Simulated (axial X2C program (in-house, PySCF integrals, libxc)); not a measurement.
**KC: properties at the nuclei**

Calculated with an axial X2C code built on PySCF integrals: two-component X2C with atomic mean-field Coulomb and Gaunt terms, Gaussian nuclei, basis K dyall-cv3z, C dyall-v3z with contracted cores.

R = 2.517 Å (near the PBE0 minimum at charge 0 of the determinant lowest at the starting distance; the state shown can have its own minimum elsewhere).

Determinant lowest in the PBE0 search, Ω = 3/2 (⟨Sz⟩ = 1.50, ⟨Lz⟩ = 0.00 at PBE0), spin on the atoms K 0.10, C 1.40:

```csv
level,Eeff magnitude (GV/cm),Ws magnitude K (kHz),A∥/gI K (MHz),qzz K (a.u.),A∥/gI C (MHz),qzz C (a.u.),μ (D)
PBE0,0.0999,0.0242,95.9,-0.31,4.31,-0.01,-8.98
HF,0.0879,0.0209,60.4,-0.43,28.4,-0.07,-9.85
B3LYP,0.103,0.0252,111,-0.30,23.7,0.01,-8.76
BHandHLYP,0.108,0.0264,93,-0.35,26.8,-0.03,-9.34
LDA,0.0918,0.0223,118,-0.27,18.5,0.02,-8.33
```

Determinant 1.46 eV from it at PBE0 and this distance, Ω = 1/2 (⟨Sz⟩ = 0.50, ⟨Lz⟩ = 0.00 at PBE0), spin on the atoms K 0.03, C 0.47:

| level | Eeff magnitude (GV/cm) | Ws magnitude K (kHz) | A∥/gI K (MHz) | qzz K (a.u.) | A∥/gI C (MHz) | qzz C (a.u.) | μ (D) |
| --- | --- | --- | --- | --- | --- | --- | --- |
| PBE0 | 0.113 | 0.0819 | 300 | -0.28 | 122 | -0.13 | -8.92 |
| HF | 0.106 | 0.0767 | 212 | -0.38 | 141 | -0.23 | -9.72 |
| B3LYP | 0.113 | 0.0823 | 329 | -0.28 | 138 | -0.14 | -8.76 |
| BHandHLYP | 0.118 | 0.0857 | 283 | -0.32 | 141 | -0.17 | -9.26 |
| LDA | 0.108 | 0.0785 | 379 | -0.23 | 118 | -0.09 | -8.22 |

Eeff is the effective electric field on the electron electric dipole moment in this Ω state and Ws the scalar–pseudoscalar constant of the nucleus named (defined with the proton number Z and per Ω); A∥ (defined per Ω) follows by multiplying with gI = μI/(I μN); qzz is the electric field gradient, eQq0 = 234.96 MHz × Q/barn × qzz; μ is positive if the C end (last atom) is positive. The operators were transformed with the bare-nucleus X2C matrices; with these basis sets, hyperfine constants and field gradients can be off by tens of per cent, and where levels differ in sign neither size nor sign is settled.

**Question.** With gI(39K) = 0.2610, Q(39K) = 0.0603 barn (g factors from the IAEA table of nuclear moments by Stone; Q from Pyykkö, Mol. Phys. 2018), turn the PBE0 values of the first state into constants in MHz.

**Answer.** A∥(39K) = 95.9 × 0.2610 = 25 MHz; eQq0(39K) = 234.96 × (0.0603) × (-0.31) = -4.39 MHz.

Each state is one determinant with collinear spin, which with several unpaired electrons need not be a pure state. Unrestricted Hartree–Fock can overshoot spin polarisation at the nuclei. This is the top spin component of a Σ state; components of lower Ω are not single determinants and can lie lower. With several open shells hyperfine constants can be off by a factor of several. The search compared states at one distance, so a state with another bond length can lie lower. Further determinants of the search, some of them spin-mixed, are not shown. Where a field gradient or hyperfine factor spreads by more than a factor of two over the levels, a constant derived from it is not to be relied on. PBE0 term energies can be off by some tenths of an eV.
